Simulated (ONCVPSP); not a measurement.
N: one change to an ONCV potential, before and after

```json
{
  "Element": "nitrogen (N)",
  "Generator": "ONCVPSP 4.0.1",
  "Type": "optimised norm-conserving Vanderbilt (ONCV)",
  "Functional": "PBE",
  "Relativity": "non-relativistic",
  "Frozen core": "[He]",
  "Valence charge": "5",
  "Reference configuration": "2s1 2p4",
  "Partial waves": "2s: rc 1.00 bohr, ncon 3, nbas 5, qcut 7.2 1/bohr, local; 2p: rc 2.15 bohr, ncon 5, nbas 8, qcut 7 1/bohr, 2 projectors, debl 3.3 Ha; d scattering state at 0.03 Ha: rc 1.65 bohr, ncon 5, nbas 9, qcut 4.9 1/bohr, 3 projectors, debl 1.6 Ha",
  "Local potential": "the s channel",
  "Core correction": "none"
}
```

Change: p: qcut 8.2.

Cutoffs: the cutoffs (Ha) at which the residual kinetic energy of the hardest occupied pseudo-wave falls to 1 and 0.1 mHa per electron; they do not see the model core or the augmentation charge, which bear on the density cutoff. Errors are all-electron minus pseudo energies relative to the spin-unpolarised reference configuration.

Q: How do hardness, ghosts and transferability respond?

A: The potential gets neither clearly harder nor softer (25 Ha and 53 Ha → 25 Ha and 53 Ha); both files keep a bound ghost (d); of the 4 tests that both files solve, the error grows in 0 and shrinks in 3 by more than 15 % and 0.3 meV (median size 419.7 → 355.9 meV).

```csv
quantity,base,changed
"cutoff, loose",25 Ha,25 Ha
"cutoff, tight",53 Ha,53 Ha
loose cutoff by channel,"s 25 Ha, p 17 Ha","s 25 Ha, p 19 Ha"
bound ghosts,d,d
GHOST(+) flags under 300 eV,none,none
"error for 2s2 2p3, meV [ΔE -11.48 eV]",-3.1,-1.1
"error for 2s2 2p2, meV [ΔE 2.12 eV]",+143,+121
"error for 2s2 2p1, meV [ΔE 30.98 eV]",+697,+590
"error for 2s1 2p0, meV [ΔE 155.83 eV]",+3510,+3020
s: phases at 1.01 bohr within 0.05 rad from the reference energy up to (Ha; the scan ends near 5),to the end of the scan,to the end of the scan
p: phases at 2.18 bohr within 0.05 rad from the reference energy up to (Ha; the scan ends near 5),to the end of the scan,to the end of the scan
d: phases at 1.68 bohr within 0.05 rad from the reference energy up to (Ha; the scan ends near 5),to the end of the scan,to the end of the scan
```

 A true bound ghost makes a file unfit for plane-wave use even where its test errors are small: the radial tests pick states by their node count and pass the ghost by.
